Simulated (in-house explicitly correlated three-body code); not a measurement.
Computed with an exponentially correlated three-body code. Model: two electrons around a point charge, non-relativistic, variational in 260 exponentially correlated functions (energies converged to about 1e-7 hartree, or 1e-8 relative for large Z).

Command:
```bash
python run_hyl.py task.json out
```
Settings (lengths in bohr, energies in hartree):
```
Z                      2.5
screening              2
interaction_strength   1
functions              260
states_tried           1
```

Run time, properties included: 6.1 s on 1 thread of Intel(R) Xeon(R) Platinum 8488C (Sapphire Rapids), on a shared host.

**Ground state only, binding against the one-electron ion.**

Given: nuclear charge 2.5; Yukawa screening of all interactions 2 1/bohr.

Computed: one-electron threshold -0.279401903 hartree.

| term | energy (hartree) | binding (eV) |
| --- | --- | --- |
| 1 1S | -0.392461342 | 3.0765 |

**Converged states only, values per electron or pair (inverse distances are <exp(-kr)/r>).**

```json
{"term": "1 1S", "mean r (bohr)": "1.36", "mean r squared (bohr²)": "2.9926", "mean inverse r (1/bohr)": "0.52581", "mean r12 (bohr)": "2.1088", "mean inverse r12 (1/bohr)": "0.11396", "mean cosine": "-0.023402", "mean p1 dot p2 (bohr⁻²)": "0.038777", "delta r1 (bohr⁻³)": "1.6557", "delta r12 (bohr⁻³)": "0.060983"}
```
